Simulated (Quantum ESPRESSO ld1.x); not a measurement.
Problem. These are the eigenvalues of the occupied orbitals of an atom or ion with whole-number occupations (eV). All-electron calculation, scalar-relativistic Kohn-Sham, LDA (Slater exchange, VWN5 correlation), spin-polarised, spherical densities, point nucleus. Program: ld1.x of Quantum ESPRESSO 7.5.

| orbital | eigenvalue |
|---|---|
| 1s | -85600.8 |
| 2s | -15266.6 |
| 2p | -13137.8 |
| 3s | -3666.18 |
| 3p | -3053.69 |
| 3d | -2418.63 |
| 4s | -840.516 |
| 4p | -639.723 |
| 4d | -404.490 |
| 5s | -160.834 |
| 4f | -143.993 |
| 5p | -105.774 |
| 5d | -44.6089 |

Which element is it, and in what charge state? The configuration may be excited. Open shells, if any, are filled with parallel spins first.

Solution. Z = 81, thallium, charge +3: Tl3+ in [Xe] 4f14 5d10. The list shows which subshells hold electrons but not how many an open one holds; the 1s level, -3145.8 hartree, gives Z - s = 79.3 by -(Z - s)^2/2, which with screening and relativity narrows Z to a few neighbours, and the depths of the outer levels then fix element, charge and occupations together.
